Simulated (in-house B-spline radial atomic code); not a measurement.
A fraction x of an electron is removed from 2p in Mg⁴⁺, starting from [He] 2s2 2p4 and keeping the highest spin. Method: non-relativistic OLYP, spin-polarised, spherical fractional occupations, point nucleus. Calculated with an all-electron radial atomic-structure program (B-spline basis).

```csv
x,E(x) - E(0) (eV),2p down level (eV)
0,0.0000,-124.724
0.03,3.7556,-125.647
0.2,25.5616,-130.901
0.37,48.2639,-136.191
0.39,50.9940,-136.816
0.5,66.2330,-140.260
0.52,69.0445,-140.888
0.63,84.7324,-144.349
0.79,108.2327,-149.410
0.96,134.0922,-154.829
1,140.3111,-
```

The exact functional would give a straight line between the two integer points. Deviations E(x) - E(0) - x[E(1) - E(0)], in eV: -0.454 at x = 0.03, -2.501 at x = 0.2, -3.651 at x = 0.37, -3.727 at x = 0.39, -3.923 at x = 0.5, -3.917 at x = 0.52, -3.664 at x = 0.63, -2.613 at x = 0.79, -0.606 at x = 0.96.

The curve lies below the straight line by up to 3.923 eV (at x = 0.5): convex, the delocalisation error that favours fractional charges.

**Question.** How well does Slater's transition state (minus the level at half occupation) give the ionisation energy?

**Answer.** It gives 140.260 eV against 140.311 eV from the two total energies; NIST lists 141.33 eV, ground level to ground level.
